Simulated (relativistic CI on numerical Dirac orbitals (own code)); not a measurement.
Ions with 19 electrons, Zr XXII to Ce XL

Method of calculation: Dirac-Coulomb-Breit CI, orbitals from a KLI potential per configuration, a model potential for QED, unscaled Slater integrals (own radial code, finite nucleus).

Configuration list (outside the closed core [Ne]): 3s2.3p6.3d, 3s2.3p6.4s, 3s2.3p5.3d2, 3s.3p6.3d2, 3s2.3p6.4p, 3p6.3d3, 3p5.3d4. Double excitations out of closed p, d and f shells are left out; levels of such configurations are missing from the list, as are those of other unlisted configurations, and high levels can miss mixing partners.

Energies above each ion's lowest level, in eV. Levels are followed by their leading LS label, which can pass from one level to another where the coupling changes.

```tsv
Ion	3s2.3p6.3d 2D_3/2	3s2.3p6.3d 2D_5/2	3s2.3p5.3d2 4D°_1/2	3s2.3p5.3d2 4D°_3/2	3s2.3p5.3d2 4D°_5/2	3s2.3p5.3d2 4D°_7/2	3s2.3p5.3d2 4G°_9/2
Zr XXII	0	3.5035	104.17	105.1	106.93	109.37	111.53
Nb XXIII	0	4.0135	108.27	109.28	111.34	114.01	116.12
Mo XXIV	0	4.5765	112.4	113.47	115.77	118.65	120.76
Tc XXV	0	5.1958	116.54	117.68	120.23	123.29	125.47
Ru XXVI	0	5.8753	120.7	121.9	124.7	129.72	130.24
Rh XXVII	0	6.6186	124.88	126.13	129.19	134.53	135.08
Pd XXVIII	0	7.4296	129.07	130.36	133.67	139.47	139.99
Ag XXIX	0	8.3124	133.28	134.6	138.15	144.52	144.98
Cd XXX	0	9.271	137.51	138.85	142.61	149.68	150.05
In XXXI	0	10.31	141.76	143.11	152.53	154.95	155.21
Sn XXXII	0	11.433	146.03	147.38	157.58	160.32	160.46
Sb XXXIII	0	12.645	150.32	151.65	162.75	165.79	165.8
Te XXXIV	0	13.951	154.62	155.92	168.05	171.37	171.25
I XXXV	0	15.355	158.95	160.21	173.47	177.06	176.81
Xe XXXVI	0	16.863	163.29	164.5	179.01	182.86	182.48
Cs XXXVII	0	18.478	167.66	168.8	184.69	188.78	188.27
Ba XXXVIII	0	20.208	172.05	173.1	190.5	194.83	194.18
La XXXIX	0	22.055	176.45	177.42	196.45	201	200.22
Ce XL	0	24.027	180.88	181.74	202.54	207.31	206.39
```

The lowest level keeps the configuration 3s2.3p6.3d and J = 3/2 throughout.

Between Z = 55 and 58 the energy of 3s2.3p6.3d 2D_5/2 follows a local power law Z^4.9. For orientation: electrostatic splittings inside a shell grow about linearly with the screened charge, excitations that change n as its square, and fine structure as its fourth power; written in Z itself the exponents are larger, since the screened charge grows faster in proportion.
